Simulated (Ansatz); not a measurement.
A run for Ansatz (an electronic-structure program): R-BLYP/def2-TZVPP on BiH3O (SMILES [OH][BiH2]), a point of a torsion scan. Elements past Kr take the def2 small-core potentials; no spin–orbit coupling.

Ansatz 0.2 input:
```yaml
crystal:
  periodic: [false, false, false]
  atoms:
    - {symbol: O, position_ang: [1.18727597, -0.50572056, -0.24985943]}
    - {symbol: Bi, position_ang: [-0.54586069, 0.07660329, 0.82895598]}
    - {symbol: H, position_ang: [1.87554165, 0.14846060, -0.13297653]}
    - {symbol: H, position_ang: [-1.20879801, 0.98212083, -0.55456346]}
    - {symbol: H, position_ang: [-1.41069001, -1.34130606, 0.23662408]}
basis:
  gaussian:
    orbitals: def2-TZVPP
hamiltonian:
  xc: {name: BLYP}
scf: {lower_state_search: off}
```

The head of its log:

```
WARN ansatz: RAYON_NUM_THREADS=1 ignored (pool sized by the plan → 1); use --threads N
Functional definition: BLYP
these checks for a lower state are left out or cut short: stability, starts, cluster_reference, orbital_swaps, neighbouring_geometries, increment
integrals: 0.03 GiB planned
688 factors; their error is unknown
mean field: 0.29 GiB planned
mean field evaluation 1: about -7926.3467 eV, gradient 7.3e1 eV
mean field evaluation 2: about -7770.8526 eV, gradient 2.1e2 eV
```

**Question.** Predict the final total energy.

**Answer.** -291.6380 hartree.
